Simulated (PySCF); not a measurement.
Molecule (SMILES): FSF.
Geometry (B3LYP-D3(BJ)/def2-TZVP, fixed):
```xyz
3

F     -1.2130    -0.5047     0.0161
S     -0.0057     0.5532     0.0075
F      1.2232    -0.4788    -0.0294
```

Basis-set convergence of the mean static polarisability at PBE0 with PySCF. All functions are spherical. Density fitting with generated auxiliary sets. No added dispersion term, no relativity. Reference: the value in aug-pcseg-3, 24.20 bohr³, itself unsure by roughly 0.9 % (its mean distance from aug-cc-pV(Q+d)Z, aug-pcseg-2, aug-cc-pV(T+d)Z). Deviations are taken from unrounded values.

```tsv
basis	functions	mean static polarisability (bohr³)
def2-SVP	46	14.95
def2-SVPD	73	23.50
pcseg-1	46	15.85
aug-pcseg-1	73	23.71
cc-pV(D+d)Z	51	14.80
aug-cc-pV(D+d)Z	78	22.81
6-311G**	62	15.18
6-311+G**	74	18.62
pcseg-2	94	17.57
aug-pcseg-2	142	24.06
cc-pV(T+d)Z	99	18.42
aug-cc-pV(T+d)Z	147	23.78
def2-TZVP	99	18.61
def2-TZVPD	126	24.02
def2-TZVPP	104	18.66
def2-TZVPPD	131	24.02
cc-pV(Q+d)Z	174	21.05
aug-cc-pV(Q+d)Z	249	24.09
def2-QZVPP	184	21.49
def2-QZVPPD	211	24.12
pcseg-3	184	21.40
aug-pcseg-3	259	24.20
```

What the diffuse functions change, pair by pair:
- def2-SVP to def2-SVPD: 27 more functions, deviation -38.2 to -2.9 %
- pcseg-1 to aug-pcseg-1: 27 more functions, deviation -34.5 to -2.0 %
- cc-pV(D+d)Z to aug-cc-pV(D+d)Z: 27 more functions, deviation -38.8 to -5.7 %
- 6-311G** to 6-311+G**: 12 more functions, deviation -37.3 to -23.0 %
- pcseg-2 to aug-pcseg-2: 48 more functions, deviation -27.4 to -0.6 %
- cc-pV(T+d)Z to aug-cc-pV(T+d)Z: 48 more functions, deviation -23.9 to -1.7 %
- def2-TZVP to def2-TZVPD: 27 more functions, deviation -23.1 to -0.7 %
- def2-TZVPP to def2-TZVPPD: 27 more functions, deviation -22.9 to -0.7 %
- cc-pV(Q+d)Z to aug-cc-pV(Q+d)Z: 75 more functions, deviation -13.0 to -0.4 %
- def2-QZVPP to def2-QZVPPD: 27 more functions, deviation -11.2 to -0.3 %
- pcseg-3 to aug-pcseg-3: 75 more functions, deviation -11.5 to 0.0 %

Leaving out the reference's own pair, they bring the value nearer the reference by more than 0.9 % in 10 of 10 pairs.
